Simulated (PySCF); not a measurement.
Molecular orbitals of ZrH⁺

r²SCAN at R = 1.802 Å; basis Zr def2-TZVPPD with ECP28, H def2-TZVPPD; scalar-relativistic core potentials; PySCF 2.14. State: ³Δ (triplet), unpaired electrons σ ↑, δ ↑. Only the outer orbitals are listed, counted within each symmetry, core potentials removing the inner ones.

```tsv
spin	orbital	occ.	ε (eV)	on Zr (%)	main shells (%)
α	1π	1	-41.03	100	100 Zr p
α	1π	1	-41.03	100	100 Zr p
α	2σ	1	-40.93	98	98 Zr p
α	3σ	1	-13.49	45	54 H s, 35 Zr d, 9 Zr s
α	1δ	1	-11.29	100	100 Zr d
α	4σ	1	-10.85	104	70 Zr s, 33 Zr d
α	1δ	0	-9.84	100	100 Zr d
α	2π	0	-9.81	99	99 Zr d
α	2π	0	-9.81	99	99 Zr d
β	2σ	1	-40.16	99	99 Zr p
β	1π	1	-39.81	100	100 Zr p
β	1π	1	-39.81	100	100 Zr p
β	3σ	1	-13.38	37	62 H s, 26 Zr d, 10 Zr s
β	2π	0	-8.84	98	98 Zr d
β	2π	0	-8.84	98	98 Zr d
β	1δ	0	-8.49	100	100 Zr d
```

Which are the highest filled and the lowest empty level, where do they sit, and how wide is the gap?

Highest filled α 4σ at -10.85 eV (in %: 70 Zr s, 33 Zr d); lowest empty α 1δ at -9.84 eV (in %: 100 Zr d); the gap at r²SCAN is 1.01 eV.

```json
{
 "bond order (Mayer)": "0.89",
 "⟨S²⟩": "2.006",
 "charge on Zr (Mulliken, basis-dependent)": "1.17",
 "charge on Zr (Löwdin, basis-dependent)": "1.24",
 "dipole moment (positive dipole points towards H; it is taken about the centre of mass and depends on that origin)": "-2.71 D"
}
```

Shares are Mulliken populations and can fall outside 0 to 100 %.

Spin–orbit coupling is left out. With d or f electrons several states lie close, and the lowest PBE0 determinant need not be the measured ground state.
